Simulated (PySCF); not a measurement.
Cd(SH)(SMe) (CH₄CdS₂), SMILES C[S][Cd][SH]. Geometry optimised at PBE0-D3(BJ)/def2-SVP. The structure was generated by enumeration; whether it is a known compound was not checked. The def2 effective core potentials stand for the cores of Cd; spin–orbit coupling is left out. Other conformers were not sampled.

Give the equilibrium geometry at PBE0-D3(BJ)/def2-SVP (PySCF confirms it by a frequency run) as Cartesian coordinates in Å. (The exact figures need the calculation; the answer reports its results.)

This is not unique; one that fits is 
```xyz
8

Cd    -0.1449     0.1716     0.2183
S     -2.2012     0.5077     1.2999
H     -2.6460     1.3721     0.3597
S      1.9183    -0.1595    -0.8443
C      1.5819    -1.5882    -1.9346
H      1.3060    -2.4890    -1.3696
H      2.5212    -1.7938    -2.4672
H      0.8069    -1.3700    -2.6821
```
Charge 0, spin multiplicity 1.
